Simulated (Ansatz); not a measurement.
`[AlH2][O][SiH2]S` + H₂ → `[SiH3]S` + `[OH][AlH2]` at 400 K and 1 bar (hydrogenolysis of the Si–O bond).

Computed with Ansatz on PBE0-D4/def2-TZVP structures; ΔE is electronic, products minus reactants. CBS: MP2 limit from def2 TZ/QZ plus the TZ coupled-cluster correction, frozen cores. This one scheme is used for every species. Each species was taken in one conformer, which may not be the lowest.

| species | CCSD(T)/CBS energy (Eh) | H − E (kJ/mol) | S (J/(mol·K)) |
| --- | --- | --- | --- |
| `[AlH2][O][SiH2]S` | -1007.16932 | 153.3 | 403.9 |
| H₂ | -1.17544 | 38.0 | 139.0 |
| `[SiH3]S` | -689.27336 | 109.8 | 293.0 |
| `[OH][AlH2]` | -319.03157 | 88.7 | 271.1 |

H − E and S are ideal-gas, rigid-rotor, harmonic terms from PBE0-D4/def2-TZVP, for one conformer and one mirror image of each species. The MP2-based limit puts H₂ 0.8 mEh under its directly extrapolated value; such offsets cancel only in part. 1 Eh = 2625.50 kJ/mol, R = 8.31446 J/(mol·K).

By hand: ΔE, ΔH, ΔS and ΔG.

ΔE = (-689.27336) + (-319.03157) − (-1007.16932) − (-1.17544) = 0.03983 Eh = 104.6 kJ/mol. Δ(H − E) = 109.8 + 88.7 − 153.3 − 38.0 = 7.2, so ΔH = 111.8 kJ/mol. ΔS = 293.0 + 271.1 − 403.9 − 139.0 = 21.2 J/(mol·K). ΔG = 111.8 − 400 × (21.2)/1000 = 103.3 kJ/mol.

By hand: the equilibrium constant, and the temperature at which ΔG would vanish if ΔH and ΔS stayed fixed.

log₁₀ K = −ΔG/(RT ln 10) = -13.5. ΔG = 0 at ΔH/ΔS = 5274 K, far beyond where these terms or the molecules hold.

ΔH outweighs TΔS. A doubt of 5 kJ/mol in ΔE shifts log₁₀ K by 0.7 here. Other conformers and mirror images would add mixing entropy, several J/(mol·K) or more a flexible species. Modes under 60 cm⁻¹, often nearly free rotors, make the harmonic entropy too high. These are equilibria of isolated gas molecules and say nothing of rates. Largest T1 diagnostic: 0.012 (customary marks: 0.02 for closed shells, 0.045 for open ones).
